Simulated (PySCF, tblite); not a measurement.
Rigid-rotor lines calculated for a species of formula C6H9NSSi2 (commonest isotopes; PBE0/pcSseg-1 in PySCF (dipole) on a GFN2-xTB geometry, gas phase), labelled J(Ka,Kc):

```tsv
transition	MHz
1(1,1) ← 0(0,0)	1646.3
1(0,1) ← 0(0,0)	1112.3
2(1,2) ← 1(1,1)	2119.0
2(1,1) ← 1(1,0)	2330.2
2(0,2) ← 1(0,1)	2210.4
```

(1) Find the rotational constants.

(2) What moments of inertia, asymmetry and inertial defect follow?

(3) Which dipole components do these lines need?

(4) Where do these fall, and of which type are they? 2(2,1) ← 1(1,1); 2(2,1) ← 2(1,1); 1(1,1) ← 1(0,1); 2(2,0) ← 1(1,0); 1(1,0) ← 1(0,1); 2(1,1) ← 2(1,2); 2(1,2) ← 2(0,2); 2(1,1) ← 1(0,1).

(5) Which structure gave them?

Answers

(1) 1(0,1) ← 0(0,0) is B + C, 2(1,1) ← 1(1,0) is 3B + C and 2(1,2) ← 1(1,1) is B + 3C, so B − C is half the difference of the last two, 105.6 MHz. 1(1,1) ← 0(0,0) is A + C. A = 1142.9, B = 609.0, C = 503.3 MHz.

(2) I = 505379 MHz·u·Å² over each constant: Ia = 442.17, Ib = 829.90, Ic = 1004.06 u·Å²; κ = (2B − A − C)/(A − C) = -0.670 (asymmetric top); Δ = Ic − Ia − Ib = -268.01 u·Å².

(3) μa and μb (a-type: ΔKa even, ΔKc odd; b-type: both odd). The calculation gives |μa| = 2.04 D, |μb| = 2.82 D, |μc| = 0.82 D.

(4) 
```tsv
transition	MHz	type	branch
2(1,1) ← 2(1,2)	317	a	Q
2(1,2) ← 2(0,2)	443	c	Q
1(1,1) ← 1(0,1)	534	c	Q
1(1,0) ← 1(0,1)	640	b	Q
2(2,1) ← 2(1,1)	1602	c	Q
2(1,1) ← 1(0,1)	2970	c	R
2(2,0) ← 1(1,0)	3946	c	R
2(2,1) ← 1(1,1)	4038	c	R
```

(5) `C[Si@@]([SiH3])(C#N)c1cccs1`, point group C1. Three constants can't fix a structure by themselves; this is the one that was computed:
```
atom  x, y, z in Å
C1    -1.716   -1.763   -0.389
Si2   -0.995   -0.155    0.342
Si3   -2.220    1.773   -0.098
C4    -0.857   -0.452    2.190
N5    -0.805   -0.594    3.326
C6     0.815   -0.032   -0.159
C7     1.934   -0.013    0.621
C8     3.133    0.133   -0.109
C9     2.916    0.230   -1.445
S10    1.246    0.145   -1.834
H11   -1.138   -2.636   -0.095
H12   -1.717   -1.720   -1.475
H13   -2.740   -1.920   -0.062
H14   -3.610    1.618    0.337
H15   -1.661    2.944    0.580
H16   -2.230    2.053   -1.537
H17    1.894   -0.108    1.692
H18    4.109    0.161    0.341
H19    3.633    0.345   -2.234
```

The values belong to one conformer (point group C1) with, in the numbering `[CH3:1][Si@@:2]([SiH3:3])([C:4]#[N:5])[c:6]1[cH:7][cH:8][cH:9][s:10]1`, C1–Si2–C6–C7 -118°. Its GFN2-xTB frequencies are all real (lowest 19 cm⁻¹). Zero-point vibration and centrifugal distortion are left out. A rigid rotor knows nothing of internal rotation, which can split or shift real lines. Quadrupole hyperfine structure (14N) is left out.

Hardware: one thread, Arm Neoverse N1 (aarch64), shared host with 64 logical CPUs at a one-minute load of 61. Cost: 1.7 min, 1.1 GiB resident at most. This is the PBE0/pcSseg-1 job that gave the dipole, with the shieldings it also computed.
